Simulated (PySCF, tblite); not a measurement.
Isomers of C6H10NPS, one GFN2-xTB conformer each. Single-point energies are computed at PBE0/pcSseg-1 (PySCF, gas phase, no added dispersion term), electronic only.

```tsv
SMILES	GFN2-xTB relative energy (kcal/mol)
Cc1pcsc1N(C)C	0.0
CP(C)(=N)c1ccsc1	0.8
```

Conformers: `[CH3:1][P:2]([CH3:3])(=[NH:4])[c:5]1[cH:6][cH:7][s:8][cH:9]1` with C1–P2–C5–C6 176°.

**Question.** What does PBE0/pcSseg-1 give for the same structures?

**Answer.** 
| SMILES | PBE0/pcSseg-1 E (Eh) | PBE0/pcSseg-1 (kcal/mol) | GFN2-xTB (kcal/mol) | point group |
| --- | --- | --- | --- | --- |
| CP(C)(=N)c1ccsc1 | -1028.25294 | 0.0 | 0.8 | C1 |
| Cc1pcsc1N(C)C | -1028.24720 | 3.6 | 0.0 | C1 |

GFN2-xTB puts Cc1pcsc1N(C)C lowest instead. As drawn, the lower has an N–H bond, which the higher lacks.

**Question.** Which frontier levels, dipoles and rotational constants go with these structures?

**Answer.** 
```
          SMILES  HOMO (eV, PBE0/pcSseg-1)  LUMO (eV)  dipole (D)       A, B, C (MHz)
CP(C)(=N)c1ccsc1                     -6.25      -0.79        2.86  2457, 735.1, 660.2
   Cc1pcsc1N(C)C                     -6.05      -1.05        2.64   1823, 1055, 727.9
```

**Question.** What happens when harmonic zero-point energies from GFN2-xTB frequencies are added?

**Answer.** 
```csv
SMILES,ZPE (kcal/mol),electronic (kcal/mol),with ZPE (kcal/mol)
CP(C)(=N)c1ccsc1,89.8,0.0,0.0
Cc1pcsc1N(C)C,92.9,3.6,6.7
```

The zero-point energies span 3.1 kcal/mol. The order is unchanged.

**Question.** As an exercise, what shares would exp(−E/RT) give at 1000 K from these electronic energies alone (no entropy, no degeneracies)?

**Answer.** RT = 1.987 kcal/mol: CP(C)(=N)c1ccsc1 86.0 %, Cc1pcsc1N(C)C 14.0 %.
